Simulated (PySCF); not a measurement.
Computed with PySCF, PBE0, basis In def2-TZVP with ECP28, I def2-TZVP with ECP28 (scalar-relativistic core potentials, no spin–orbit coupling, density fitting).

Each entry is the lowest minimum that a search over a few typed start shapes (and spin states, where more than one is plausible) found, or that minimum re-optimised at the stated level; isomers with ligand–ligand bonds, or fragments after loss of a ligand pair, can lie lower. Open shells are unrestricted.

InI₂ is a doublet of C2v symmetry with In–I 2.715 Å (×2); I–In–I 124.2°. Its wavenumbers are 46, 154, 202 cm⁻¹.

Q: What changes when one electron is removed, giving InI₂⁺?

A: It costs 7.43 eV between the minima (7.44 eV with zero-point energy). InI₂⁺ is a singlet of D∞h symmetry with In–I 2.542 Å (×2); I–In–I 180.0°; wavenumbers 57 (×2), 165, 304 cm⁻¹.
